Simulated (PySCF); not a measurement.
```xyz
6
charge -1 multiplicity 1, angstrom
Pb    0.0000    0.0000   -0.0002
H     0.0000    0.0000    1.7958
H     1.8519    0.0000   -0.4179
H     0.0000    1.8519   -0.4179
H    -1.8519    0.0000   -0.4179
H     0.0000   -1.8519   -0.4179
```

Method: PBE0/[Pb def2-TZVPD with ECP60, H def2-TZVPD], scalar-relativistic core potentials, density fitting, no spin–orbit coupling, PySCF.

This geometry of [PbH5]- is a stationary point at this level.

(1) What is the point group?

(2) Is it a minimum?

(3) What are the dipole moment and the gap between the highest occupied and lowest empty levels?

(4) Give the atomic charges and bond orders.

Answers

(1) C4v.

(2) No: it has 1 imaginary mode, at 325i cm⁻¹ (b1).

(3) 0.57 D about the centre of mass and 3.41 eV.

(4) 
```tsv
atom	Mulliken	Löwdin	polar tensor	Mayer order to Pb1
Pb1	-0.55	0.02	1.56	–
H2	-0.08	-0.19	-0.41	0.93
H3,4,5,6	-0.09	-0.21	-0.54	0.84
```

Only a few start shapes were tried, so a lower isomer may exist. The lowest empty level of this anion is unbound, so it and the gap depend on the basis. At this level a singlet minimum of D3h symmetry lies 9 kJ/mol below this structure. Spin–orbit coupling, left out here, can matter for elements this heavy.
